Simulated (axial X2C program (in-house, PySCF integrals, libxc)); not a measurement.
# HBr: cheaper levels and CCSD(T), two-component

All values were computed with an in-house all-electron X2C program for linear molecules (integrals from PySCF). Two-component (2c) means X2C with spin–orbit coupling and atomic mean-field two-electron Coulomb and Gaunt terms. Basis: Br dyall-cv3z [8s9p6d4f1g], H dyall-v3z [6s2p1d] (cores contracted in-house); Gaussian nuclei, density fitting, unrestricted open shells. Masses: Br 78.918 u, H 1.008 u.

State: Ω = 0 (closed shell); fragments Br + H.

```tsv
level	Re (Å)	ωe (cm⁻¹)	De (eV)
PBE0	1.419	2650.3	3.84
HF	1.405	2783.8	2.63
MP2	1.411	2712.7	3.77
CCSD	1.415	2665.4	3.76
LDA	1.430	2558.7	4.40
```

Correlated methods: 8 electrons correlated (number of frozen shells: Br 3 s, 2 p, 1 d; H none), 144 virtual spin orbitals or spinors in MP2, 74 natural virtuals in coupled cluster.

CCSD(T), same Hamiltonian and basis:

Re = 1.417 Å, ωe = 2647.8 cm⁻¹, De = 3.81 eV; T1 = 0.006 (Lee–Taylor normalisation).

(1) Give the differences from CCSD(T) in the columns below.

The state is one determinant whose occupation by symmetry is held fixed; it was picked as the lowest of a PBE0 search that is not exhaustive. Closed shells are restricted here (equal orbitals for both partners); the stretched side of such a curve lies too high. De is counted from the lowest determinant-based energies of the atoms at the same level, without counterpoise correction. Coupled cluster ran in a truncated set of natural virtual spinors; the MP2 energy of the rest was added. (T) has no such correction and the atoms are truncated less, which lowers De at CCSD(T) by a hundredth of an eV or more. Without a current term, density functionals place determinants with orbital angular momentum somewhat too high.

## Answers

(1) 

```csv
level,ΔRe (Å),Δωe (cm⁻¹),ΔDe (eV)
PBE0,0.002,2,0.03
HF,-0.012,136,-1.18
MP2,-0.006,65,-0.04
CCSD,-0.002,18,-0.05
LDA,0.013,-89,0.59
```
